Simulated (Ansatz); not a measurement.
`CN(C)[SiH3]` + `[OH][Al]([O][SiH3])[O][SiH3]` → `[SiH3][O][Al]([O][SiH3])[O][SiH3]` + `CNC`  (ligand exchange at the Si–N bond)

Gas-phase electronic energies from Ansatz, PBE0-D4/def2-TZVP geometries. CCSD(T)/CBS adds triple-zeta CCSD(T) − MP2 to the extrapolated MP2 energy (def2 sets, frozen cores). DFT in def2-TZVPP. HSE06 is defined as in plane-wave codes. Each species was taken in one conformer, which may not be the lowest.

Question: Is it downhill or uphill in electronic energy at CCSD(T)/CBS, and by how much? (An estimate is asked.)

Answer: The calculation gave: Downhill: ΔE = -64.0 kJ/mol.

Question: What do these levels give: LDA (SPW92), BLYP-D4, r2SCAN-D4, B97M-V, r2SCANh-D4, HSE06-D4, r2SCAN, LC-ωPBE, RPA@PBE/def2-TZVPP, HF/def2-TZVPP, SCS-MP2/def2-TZVPP, SCS-MP2/def2-QZVPP? (Estimate.)

Answer: Computed: LDA (SPW92) -49.1, BLYP-D4 -60.2, r2SCAN-D4 -64.0, B97M-V -66.9, r2SCANh-D4 -65.0, HSE06-D4 -59.9, r2SCAN -64.3, LC-ωPBE -63.1, RPA@PBE/def2-TZVPP -64.6, HF/def2-TZVPP -87.4, SCS-MP2/def2-TZVPP -66.6, SCS-MP2/def2-QZVPP -66.9 kJ/mol.

Largest T1 diagnostic among the species: 0.012.

The D4 term adds +4.8 kJ/mol with B3LYP and +2.2 kJ/mol with PBE0; it sums over pairs of atoms, weighted by their polarisabilities, and B3LYP, whose exchange is more repulsive, gets the larger term. From BLYP to BHLYP (50 % exact exchange), in def2-TZVPP and without D4, ΔE moves by −8.5 kJ/mol.

B3LYP here is the variant with VWN-RPA as its local correlation; programs differ in this.
